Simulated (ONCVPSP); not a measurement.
# Before and after: ONCV potential for neodymium

```
Element                 : neodymium
Generator               : ONCVPSP 4.0.1
Type                    : optimised norm-conserving Vanderbilt (ONCV)
Functional              : PBE
Relativity              : scalar-relativistic
Frozen core             : [Kr] 4d10 4f3
Valence charge          : 11
Reference configuration : 5s2 5p6 5d1 6s2
Partial waves           : 5s+6s: rc 2.25 bohr, ncon 4, nbas 7, qcut 6.8 1/bohr, 2 projectors; 5p: rc 2.35 bohr, ncon 4, nbas 8, qcut 5.2 1/bohr, 1 projector; 5d: rc 3.95 bohr, ncon 5, nbas 10, qcut 4.4 1/bohr, 3 projectors, debl 0.6 Ha
Local potential         : polynomial inside 1.80 bohr (lpopt 5, dvloc0 0 Ha)
Core correction         : none
```

Change: s: qcut 6.7; p: qcut 5.1; d: qcut 4.3.

Cutoffs: the cutoffs (Ha) at which the residual kinetic energy of the hardest occupied pseudo-wave falls to 1 and 0.1 mHa per electron; they do not see the model core or the augmentation charge, which bear on the density cutoff. Errors are all-electron minus pseudo energies relative to the spin-unpolarised reference configuration.

Q: Predict the effect on cutoff, ghosts and configuration errors.

A: The potential gets neither clearly harder nor softer (13 Ha and 16 Ha → 13 Ha and 16 Ha); of the 4 tests that both files solve, the error grows in 0 and shrinks in 2 by more than 15 % and 0.3 meV (median size 1.5 → 0.8 meV); neither file shows a bound ghost.

| quantity | base | changed |
| --- | --- | --- |
| cutoff, loose | 13 Ha | 13 Ha |
| cutoff, tight | 16 Ha | 16 Ha |
| loose cutoff by channel | s 13 Ha, p 5.8 Ha, d 5.8 Ha | s 13 Ha, p 5.7 Ha, d 5.7 Ha |
| bound ghosts | none | none |
| GHOST(+) flags under 300 eV | s at 154.7 eV | s at 139.1 eV |
| error for 5s2 5p6 5d1 6s1, meV [ΔE 6.26 eV] | -0.5 | -0.6 |
| error for 5s2 5p6 5d1 6s0, meV [ΔE 17.70 eV] | +2.5 | +2.1 |
| error for 5s2 5p6 5d0 6s0, meV [ΔE 37.20 eV] | -4.6 | -0.9 |
| error for 5s2 5p6 5d1.5 6s1.5, meV [ΔE 0.53 eV] | +0.3 | +0.6 |
| s: phases at 2.28 bohr within 0.05 rad from the reference energy up to (Ha; the scan ends near 5) | 4.9 | 4.8 |
| p: phases at 2.38 bohr within 0.05 rad from the reference energy up to (Ha; the scan ends near 5) | 0.3 | 0.3 |
| d: phases at 4.01 bohr within 0.05 rad from the reference energy up to (Ha; the scan ends near 5) | 3.9 | 4.0 |
